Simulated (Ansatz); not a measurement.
Program: Ansatz. Geometries: PBE0-D4/def2-TZVP. ΔE: electronic, gas phase. CBS: MP2 limit from def2 TZ/QZ plus the TZ coupled-cluster correction, frozen cores. This one scheme is used for every species. DFT in def2-TZVPP. B3LYP here is the variant with VWN-RPA as its local correlation; programs differ in this. For As outer-core shells are correlated without core-valence functions, which leaves a few kJ/mol of doubt a bond. Scalar relativity is left out up to krypton. Each species was taken in one conformer, which may not be the lowest.

Reaction (formal exchange of groups at the As–S bond): `N[AsH]S` + BH₃ → `B[AsH]N` + H₂S

Is it downhill or uphill in electronic energy at CCSD(T)/CBS, and by how much? (Best estimate.)

Ansatz gave: Uphill: ΔE = +0.06 eV.

What do these levels give: B3LYP-D4, ωB97M-V, BHLYP, SCS-MP2/def2-TZVPP, CCSD/def2-TZVPP, SCS-MP2/def2-QZVPP? (Estimate.)

The calculation gave: B3LYP-D4 0.15, ωB97M-V 0.12, BHLYP 0.14, SCS-MP2/def2-TZVPP 0.13, CCSD/def2-TZVPP 0.04, SCS-MP2/def2-QZVPP 0.15 eV.

What do rigid-rotor, harmonic-oscillator terms from PBE0-D4/def2-TZVP frequencies (298.15 K, 1 bar) make of the CCSD(T)/CBS value? (Estimate.)

The calculation gave: ΔZPE = 0.00 eV, ΔH = +0.05 eV, ΔS = 6 J/(mol·K), ΔG = +0.03 eV.

Largest T1 diagnostic among the species: 0.014.

At CCSD(T), def2-SVP lies −0.11 eV from the extrapolated value and def2-TZVPP −0.02 eV. In def2-TZVPP, CCSD(T) changes the Hartree–Fock value by −0.18 eV (the triples alone add −0.01 eV) and MP2 by −0.12 eV. Leaving LDA and LC-ωPBE aside and taking each functional with its dispersion term where it has one, the values, not all of them listed here, spread over 0.14 eV, from PBE-D4 to BHLYP-D4. LDA lies −0.11 eV from PBE without D4.
